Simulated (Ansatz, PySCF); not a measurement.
Process, species as SMILES: [CH2][SiH](C)C -> [CH2-][SiH](C)C (an electron is taken up)
Structures are relaxed separately at B3LYP-D3(BJ)/def2-TZVP in Ansatz (an electronic-structure program), one conformer each, not searched for the lowest. Frequencies are from Ansatz or PySCF.

Property: adiabatic electron affinity (0 K, with B3LYP-D3(BJ) harmonic zero-point energies), positive where the reaction releases energy, in eV. Cores are frozen in the correlated levels unless marked. Open shells are spin-unrestricted. Spin-orbit coupling is left out. Non-relativistic. Anions need diffuse functions: aug- sets have them; def2-D sets add few; the other sets have none. CBS marks a two-point X^-3 extrapolation of the correlation energy; Hartree-Fock from the larger set. The bracket is a focal-point correction in the basis named.

```csv
level,program,adiabatic electron affinity (eV)
HF/aug-cc-pV(T+d)Z,Ansatz,-0.63
PBE/def2-TZVPD,Ansatz,0.94
BLYP-D4/def2-TZVPD,Ansatz + dftd4,0.96
r2SCAN/def2-TZVPD,Ansatz,0.70
r2SCANh-D4/def2-TZVPD,Ansatz + dftd4,0.68
HSE06/def2-TZVPD,Ansatz,0.76
CAM-B3LYP/def2-TZVPD,Ansatz,0.81
MP2/aug-cc-pV(T+d)Z,Ansatz,1.03
CCSD(T)/cc-pV(D+d)Z,Ansatz,0.16
"RI-MP2/CBS(aug-cc-pV(T+d)Z,aug-cc-pV(Q+d)Z)+[CCSD(T)-MP2]/aug-cc-pV(T+d)Z",Ansatz,1.00
```
